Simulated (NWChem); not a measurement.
System: SiHOClF2; SMILES O[Si](F)(F)Cl

Here is an NWChem input.

```
start job
memory heap 200 mb stack 900 mb global 1100 mb
geometry units angstroms noautosym nocenter noautoz
  O      1.327711    -1.029659     0.667469
  Si     0.001322    -0.369556     0.004626
  F     -1.332396    -0.825912     0.763092
  F     -0.092632    -0.904164    -1.494643
  Cl     0.041760     1.659965     0.008964
  H      1.649473    -0.701433     1.511683
end
basis spherical
  O library def2-svp
  Si library def2-svp
  F library def2-svp
  Cl library def2-svp
  H library def2-svp
end
dft
  xc xpbe96 cpbe96
  iterations 150
end
cosmo
  do_cosmo_smd true
  solvent cychexon
end
task dft energy
```

NWChem printed, in part:

```
             Northwest Computational Chemistry Package (NWChem) 7.3.0
             --------------------------------------------------------

                             Geometry "geometry" -> ""
                             -------------------------

 Output coordinates in angstroms (scale by  1.889725989 to convert to a.u.)

  No.       Tag          Charge          X              Y              Z
 ---- ---------------- ---------- -------------- -------------- --------------
    1 O                    8.0000     1.32771100    -1.02965900     0.66746900
    2 Si                  14.0000     0.00132200    -0.36955600     0.00462600
    3 F                    9.0000    -1.33239600    -0.82591200     0.76309200
    4 F                    9.0000    -0.09263200    -0.90416400    -1.49464300
    5 Cl                  17.0000     0.04176000     1.65996500     0.00896400
    6 H                    1.0000     1.64947300    -0.70143300     1.51168300

 Effective nuclear repulsion energy (a.u.)     319.3668524445

  pbe96 is a nonlocal functional; adding pw91lda local functional.

                                 NWChem DFT Module
                                 -----------------

 Summary of "ao basis" -> "ao basis" (spherical)
 ------------------------------------------------------------------------------
       Tag                 Description            Shells   Functions and Types
 ---------------- ------------------------------  ------  ---------------------
 O                          def2-svp                 6       14   3s2p1d
 Si                         def2-svp                 8       18   4s3p1d
 F                          def2-svp                 6       14   3s2p1d
 Cl                         def2-svp                 8       18   4s3p1d
 H                          def2-svp                 3        5   2s1p

 in cosmo_initialize ...
 calling solv_data for solv:cychexon

 solvent parameters
 solvname_short: cychexon
 solvname_long:  cyclohexanone
 dielec:       15.6190
 dielecinf:     2.1045
 nonaqueous SMD model solvent descriptors
 dielec:       15.6190
 sola:          0.0000
 solb:          0.5600
 solc:          0.0000
 solg:         49.7600
 solh:          0.0000
 soln:          1.4507

          ---------------
          -cosmo- solvent
          ---------------
 Cosmo: York-Karplus, doi: 10.1021/jp992097l
 dielectric constant -eps-     =  15.62
 screen = (eps-1)/(eps    )    =   0.93598
 surface charge correction     = lagrangian

[...]

                                COSMO-SMD solvation results
                                ---------------------------

             internal energy in gas <Psi(g)|H|Psi(g)> =     -1024.367630325230
         internal energy in solvent <Psi(s)|H|Psi(s)> =     -1024.367138627824
                               delta internal energy  =         0.000491697406 (    0.31 kcal/mol)
   total free energy in solvent <Psi(s)|H+V/2|Psi(s)> =     -1024.373136148210
 polarization energy contribution <Psi(s)|V/2|Psi(s)> =        -0.005997520385 (   -3.76 kcal/mol)
    total free energy in solvent including G(SMD-CDS) =     -1024.374139604855
                       G(SMD-CDS) energy contribution =        -0.001003456645 (   -0.63 kcal/mol)
     1 M fixed-concentration free energy of solvation =        -0.006509279625 (   -4.08 kcal/mol)

                       DFT Final Molecular Orbital Analysis
                       ------------------------------------

 Vector   27  Occ=2.000000D+00  E=-3.156522D-01
              MO Center=  6.4D-01, -7.4D-02,  3.2D-01, r^2= 3.2D+00
   Bfn.  Coefficient  Atom+Function         Bfn.  Coefficient  Atom+Function
  ----- ------------  ---------------      ----- ------------  ---------------
    71      0.356844  5 Cl px                 4      0.349062  1 O  px
    68      0.274199  5 Cl px                 6     -0.254101  1 O  pz
     7      0.243239  1 O  px                 9     -0.179186  1 O  pz
    36     -0.162139  3 F  px                65      0.159790  5 Cl px
    50      0.141631  4 F  px                 5      0.134017  1 O  py

 Vector   28  Occ=2.000000D+00  E=-3.030810D-01
              MO Center=  1.1D-01,  1.3D+00,  1.5D-02, r^2= 2.2D+00
   Bfn.  Coefficient  Atom+Function         Bfn.  Coefficient  Atom+Function
  ----- ------------  ---------------      ----- ------------  ---------------
    73      0.591617  5 Cl pz                70      0.445336  5 Cl pz
    67      0.259225  5 Cl pz                51     -0.142435  4 F  py
     4      0.124899  1 O  px                37      0.109190  3 F  py
    54      0.100680  4 F  py                 7      0.088553  1 O  px
     6     -0.087532  1 O  pz                 5     -0.083983  1 O  py

 Vector   29  Occ=2.000000D+00  E=-2.919424D-01
              MO Center=  5.3D-01,  3.6D-01,  3.3D-01, r^2= 3.3D+00
   Bfn.  Coefficient  Atom+Function         Bfn.  Coefficient  Atom+Function
  ----- ------------  ---------------      ----- ------------  ---------------
    71      0.463247  5 Cl px                 5     -0.359552  1 O  py
    68      0.347992  5 Cl px                 8     -0.258987  1 O  py
    65      0.201916  5 Cl px                 4     -0.167485  1 O  px
     6      0.167703  1 O  pz                 7     -0.129285  1 O  px
     9      0.122616  1 O  pz                37     -0.108054  3 F  py

 Vector   30  Occ=0.000000D+00  E=-7.484433D-03
              MO Center=  3.1D-01, -1.8D-01,  3.3D-01, r^2= 4.0D+00
   Bfn.  Coefficient  Atom+Function         Bfn.  Coefficient  Atom+Function
  ----- ------------  ---------------      ----- ------------  ---------------
    18      1.032907  2 Si s                  3     -0.561542  1 O  s
    72      0.450243  5 Cl py                17      0.447260  2 Si s
    80      0.428758  6 H  s                 16      0.307120  2 Si s
    49     -0.287815  4 F  s                 35     -0.283680  3 F  s
    64     -0.276467  5 Cl s                 63     -0.248103  5 Cl s

[...]
```

Level: PBE/def2-SVP, SMD on the gas-phase geometry. Structure relaxed at the PBE0/def2-SVP level. Solvent: cyclohexanone.
